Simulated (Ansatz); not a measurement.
Relaxation of C3H4BN (9 atoms, charge 0, multiplicity 1), to a largest force component of 0.015 eV/Å in at most 40 steps.

These are results of RKS revPBE/cc-pVDZ in Ansatz 0.2.0, not measurements.

```xyz
9
Properties=species:S:1:pos:R:3
C 0.320 2.064 -0.730
C 0.624 0.982 -0.495
B 1.048 -0.450 -0.191
N 0.213 -1.471 0.410
C -1.092 -1.253 0.676
H -0.041 3.113 -0.961
H 2.226 -0.755 -0.399
H -1.704 -2.078 1.048
H -1.567 -0.306 0.417
```

Question: Where does it end, and by what steps?

Answer: It converged. After 19 steps the energy has fallen by 1.454 eV; H9 moved furthest, 1.92 Å. The start is strongly strained (largest force component 12 eV/Å).

```tsv
step	energy less start (eV)	largest force component (eV/Å)	accepted
0	0.0000	11.618	yes
1	-0.3338	2.436	yes
2	-0.5960	1.129	yes
3	-0.6992	0.966	yes
4	-0.7557	1.025	yes
5	-0.8241	0.986	yes
6	-0.9308	1.006	yes
7	-1.0146	2.341	yes
8	-1.1342	1.149	yes
9	-1.1955	0.738	yes
10	-1.2574	0.986	yes
11	-1.3310	2.303	yes
12	-1.3888	0.936	yes
13	-1.4421	0.242	yes
14	-1.4531	0.102	yes
15	-1.4468	0.271	no
16	-1.4533	0.051	yes
17	-1.4532	0.113	no
18	-1.4539	0.024	yes
19	-1.4540	0.007	yes
```

```xyz
9
Properties=species:S:1:pos:R:3
C 0.677 2.531 -0.627
C 0.718 1.312 -0.450
B 0.833 -0.206 -0.253
N -0.234 -0.952 0.197
C -1.193 -1.661 0.601
H 0.636 3.600 -0.781
H 1.868 -0.806 -0.487
H -1.359 -1.853 1.684
H -1.917 -2.121 -0.108
```

Whether the end is a true minimum wasn't checked by a vibrational analysis.

Time of the run: 54 s on 1 CPU thread of a shared host.
